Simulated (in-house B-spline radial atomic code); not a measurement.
Settings and results of a run for Ba⁷⁺. Level of theory: Dirac-Hartree-Fock, average of configuration, Fermi nucleus of rms radius 4.8378 fm, speed of light scaled by 2; calculated with an all-electron radial atomic-structure program (B-spline basis).

Command:
```bash
python run_scf.py task.json out
```
Settings (nuclear radius in fm, mass in u):
```
Z                56
configuration    [Kr] 4d10 5s2 5p1
hamiltonian      dirac
method           hf
spin_polarised   False
nucleus          fermi
rms_radius       4.8378
atomic_mass      137.90525
speed_of_light   274.071998168
```

Output (hartree, bohr):
```
 radial grid: 67 intervals, B-splines of order 8, outer radius 18.8312 bohr

 iter        energy (Eh)    residual
    1       -7898.106929    1.33e+00
    2       -7924.764895    6.23e-01
    3       -7930.610153    1.94e-01
    4       -7931.175559    6.20e-02
    5       -7931.228110    2.16e-02
    6       -7931.237007    1.54e-03
    7       -7931.237043    4.07e-04
    8       -7931.237044    2.86e-05
    9       -7931.237044    8.36e-07
   10       -7931.237044    3.93e-08

 total energy                     -7931.23704
 kinetic                            8051.6291
 electron-nucleus                 -18744.2255
 electron-electron                  2761.3594

 orbital      occ     eigenvalue          <r>       <r^2>       <1/r>       <r^4>       r_max    small
 1s1/2      2.000     -1339.7420    0.0267506 0.000960391     56.6454 2.35554e-06      0.0176  1.03e-02
 2s1/2      2.000      -213.9396     0.114532   0.0154363     13.1317 0.000406248     0.09745  2.21e-03
 2p1/2      2.000      -201.5315    0.0973472   0.0115506     13.1071 0.000263237     0.07585  2.21e-03
 2p3/2      4.000      -198.2827    0.0987872   0.0118649     12.8343 0.000276155     0.07706  2.18e-03
 3s1/2      2.000       -49.2433     0.301183    0.103536     4.83371   0.0161889      0.2759  6.76e-04
 3p1/2      2.000       -43.8944     0.291686   0.0985373     4.74827   0.0153335      0.2631  6.58e-04
 3p3/2      4.000       -43.2542     0.294466     0.10038     4.68117   0.0158967      0.2657  6.50e-04
 3d3/2      4.000       -33.5689     0.265419   0.0829558     4.54337   0.0123476      0.2152  6.18e-04
 3d5/2      6.000       -33.4225     0.266326   0.0834895      4.5243    0.012494       0.216  6.16e-04
 4s1/2      2.000       -12.8300     0.692855    0.540032     1.99825    0.420819      0.6439  1.99e-04
 4p1/2      2.000       -10.7757     0.718091    0.584461     1.89691    0.506969      0.6578  1.83e-04
 4p3/2      4.000       -10.6402     0.724005    0.594067     1.87641    0.523645      0.6633  1.80e-04
 4d3/2      4.000        -7.0766     0.785288    0.710833     1.66875    0.803745      0.6908  1.48e-04
 4d5/2      6.000        -7.0509     0.787596    0.714952     1.66278    0.812926      0.6928  1.47e-04
 5s1/2      2.000        -4.1220      1.55294     2.67753    0.842106     9.94467       1.454  4.99e-05
 5p1/2      0.333        -3.6073      1.66931     3.09983    0.779802     13.4027        1.56  4.44e-05
 5p3/2      0.667        -3.5823      1.68035     3.14043    0.773585     13.7451       1.571  4.39e-05
```


For the Dirac Hamiltonian the kinetic term is c α·p + (β - 1)c².
